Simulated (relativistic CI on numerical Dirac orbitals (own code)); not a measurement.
# Hyperfine structure of I¹²⁺, mass number 129

Calculated at this level of theory: Dirac-Coulomb-Breit CI, KLI orbitals optimised for each configuration, QED by a radiative potential, unscaled Slater integrals (own radial code, finite nucleus).

Configuration list (outside the closed core [Ar] 3d10): 4s²4p⁶4d⁵, 4s²4p⁵4d⁶, 4s²4p⁶4d⁴4f, 4s²4p⁶4d⁴5p, 4s²4p⁶4d³4f5s, 4s²4p⁶4d³5s5p, 4s²4p⁶4d³5s², 4s²4p⁶4d²4f5s², 4s²4p⁶4d²5s²5p, 4p⁶4d⁷, 4p⁵4d⁸. Double excitations out of closed p, d and f shells are left out; levels of such configurations are missing from the list, as are those of other unlisted configurations, and high levels can miss mixing partners.

Nuclear spin I = 7/2, μ = 2.6165 μN, Q = -0.483 b (tables of Stone and Pyykkö). The electronic factors are computed for point nuclear moments, without core polarisation or the Bohr-Weisskopf and QED corrections.

```json
{"Level": "4s²4p⁶4d⁵ ⁴G7/2", "E (eV)": "6.0121", "A (MHz)": "1671", "B (MHz)": "-844"}
{"Level": "4s²4p⁶4d⁵ ⁴G11/2", "E (eV)": "6.1499", "A (MHz)": "1723", "B (MHz)": "27.7"}
{"Level": "4s²4p⁶4d⁵ ⁴G9/2", "E (eV)": "6.3077", "A (MHz)": "1618", "B (MHz)": "-624"}
{"Level": "4s²4p⁶4d⁵ ⁴P3/2", "E (eV)": "6.4040", "A (MHz)": "1532", "B (MHz)": "-1050"}
{"Level": "4s²4p⁶4d⁵ ⁴P1/2", "E (eV)": "6.9686", "A (MHz)": "-321", "B (MHz)": ""}
{"Level": "4s²4p⁶4d⁵ ⁴D7/2", "E (eV)": "7.6086", "A (MHz)": "1125", "B (MHz)": "-498"}
{"Level": "4s²4p⁶4d⁵ ⁴D1/2", "E (eV)": "8.3992", "A (MHz)": "3244", "B (MHz)": ""}
{"Level": "4s²4p⁶4d⁵ ²I11/2", "E (eV)": "8.6882", "A (MHz)": "1984", "B (MHz)": "-132"}
```

Levels with J = 0, under 50 % of one LS term, or S terms without an open s electron are left out. Small factors come from cancelling terms and can be off by tens of per cent or more.

At this charge energies of transitions that change n are usually good to better than 1 %, and those within a shell (Δn = 0) to a few per cent. Terms inside the open d or f shell come out 10 to 20 % too wide with unscaled integrals. Levels and lines within the n = 5 or 6 shells can be off by up to 10 % or somewhat more, and those that change n by about 2 %, since core polarisation is missing.

**Question.** Give the hyperfine levels of 4s²4p⁶4d⁵ ⁴G7/2 relative to its centre of gravity.

**Answer.** With K = F(F + 1) − I(I + 1) − J(J + 1), E = AK/2 + B[¾K(K + 1) − I(I + 1)J(J + 1)]/[2I(2I − 1)J(2J − 1)]: F = 0: -26770, F = 1: -25010, F = 2: -21510, F = 3: -16310, F = 4: -9456, F = 5: -1016, F = 6: 8922, F = 7: 20250 MHz.

LS names give the leading component of a level, which can be under half, so a name can repeat, a term be missing and a line seem to break the LS rules.
